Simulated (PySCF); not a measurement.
## Excitation energy of Xe²⁺ by level of theory

Xe²⁺ [Kr] 4d10 5s2 5p4 (3P) → Xe²⁺ [Kr] 4d10 5s1 5p4 6s1 (5P), as a difference of total energies. All numbers are calculated (PySCF 2.14, scalar relativity through the core potential, in aug-cc-pVTZ-PP with one added diffuse shell each of d, f type with ECP28MDF (6s5p5d3f, 67 functions)). Correlated levels: valence: 4s2 4p6 4d10 frozen. The calculations carry no spin-orbit coupling.

| method | excitation energy (eV) |
| --- | --- |
| UHF | 26.891 |
| LDA | 27.817 |
| PBE | 27.463 |
| PBE0 | 27.596 |
| r2SCAN | 27.717 |
| PW91 | 27.516 |
| M06 | 28.130 |
| B97-3 | 27.941 |
| PBEsol | 27.535 |
| MP2 (valence) | 26.687 |
| SCS-MP2 (valence) | 26.840 |

Q: How much does correlation contribute at MP2 (valence)?

A: 26.687 − (26.891) = -0.204 eV, measured against UHF.

The promoted electron is Rydberg-like, and one or two diffuse shells describe it only roughly, which tends to raise the upper state.
